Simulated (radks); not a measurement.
Results of a calculation; reference values are marked as such.
Species: Gd XXV. Configuration: [Kr] 4d3 4f1 (not the ground configuration).

Level of theory: scalar-relativistic Kohn-Sham, PBE, spin-polarised, spherical densities, point nucleus; open shells are filled with parallel spins first (spin-orbit coupling, left out, can overturn this in heavy ions) (a radial shooting solver on a logarithmic mesh with Libxc functionals).

Energy parts (hartree):
| part | energy |
|---|---|
| total | -11009.8768 |
| kinetic | 11843.7057 |
| electron-nucleus | -25742.2960 |
| Hartree | 3109.4676 |
| exchange-correlation | -220.7541 |

Orbitals (lengths in bohr, moments of r in powers of bohr; r(max) is where P^2 peaks):
| orbital | occ. | eigenvalue (hartree) | r(max) | <r^4> | <r^2> | <r> |
|---|---|---|---|---|---|---|
| 1s up | 1 | -1868.764 | 0.01392 | 1.141e-06 | 0.0006548 | 0.02190 |
| 1s down | 1 | -1868.763 | 0.01392 | 1.140e-06 | 0.0006548 | 0.02190 |
| 2s up | 1 | -331.4906 | 0.07899 | 0.0001810 | 0.01026 | 0.09324 |
| 2s down | 1 | -331.4026 | 0.07898 | 0.0001810 | 0.01026 | 0.09323 |
| 2p up | 3 | -298.0162 | 0.06394 | 0.0001352 | 0.008273 | 0.08233 |
| 2p down | 3 | -297.9469 | 0.06393 | 0.0001352 | 0.008271 | 0.08232 |
| 3s up | 1 | -94.02248 | 0.2236 | 0.006834 | 0.06744 | 0.2430 |
| 3s down | 1 | -93.94505 | 0.2235 | 0.006806 | 0.06734 | 0.2429 |
| 3p up | 3 | -83.65199 | 0.2192 | 0.007108 | 0.06740 | 0.2413 |
| 3p down | 3 | -83.56954 | 0.2192 | 0.007072 | 0.06727 | 0.2411 |
| 3d up | 5 | -70.12019 | 0.1790 | 0.005562 | 0.05620 | 0.2189 |
| 3d down | 5 | -70.02059 | 0.1791 | 0.005533 | 0.05610 | 0.2188 |
| 4s up | 1 | -37.75301 | 0.4977 | 0.1254 | 0.2993 | 0.5164 |
| 4s down | 1 | -37.43532 | 0.4974 | 0.1260 | 0.2998 | 0.5167 |
| 4p up | 3 | -34.05255 | 0.5130 | 0.1471 | 0.3219 | 0.5339 |
| 4p down | 3 | -33.73969 | 0.5128 | 0.1482 | 0.3228 | 0.5345 |
| 4d up | 3 | -29.01535 | 0.5159 | 0.1702 | 0.3396 | 0.5453 |
| 4d down | 0 | -28.70753 | 0.5159 | 0.1721 | 0.3411 | 0.5464 |
| 4f up | 1 | -23.57402 | 0.4577 | 0.1680 | 0.3245 | 0.5336 |
| 4f down | 0 | -23.29318 | 0.4561 | 0.1700 | 0.3255 | 0.5341 |
| 5s up | 0 | -19.95629 | 0.9409 | 1.254 | 0.9672 | 0.9317 |
| 5s down | 0 | -19.81176 | 0.9436 | 1.269 | 0.9732 | 0.9347 |
| 5p up | 0 | -18.39232 | 0.9842 | 1.503 | 1.056 | 0.9718 |
| 5p down | 0 | -18.25534 | 0.9868 | 1.522 | 1.063 | 0.9749 |
| 5d up | 0 | -16.22874 | 1.036 | 1.885 | 1.173 | 1.020 |
| 5d down | 0 | -16.09914 | 1.039 | 1.914 | 1.182 | 1.024 |
| 5f up | 0 | -13.97252 | 1.071 | 2.276 | 1.268 | 1.055 |
| 5f down | 0 | -13.85786 | 1.074 | 2.317 | 1.279 | 1.059 |

The highest occupied level is 4f up at -641.48 eV. The configuration is held as typed, so some empty levels lie below it. Spin moment in Bohr magnetons: 4. Summed over all electrons, <r^2> = 5.048 bohr^2, which gives a Langevin (diamagnetic) susceptibility term of -4 x 10^-6 cm^3/mol.
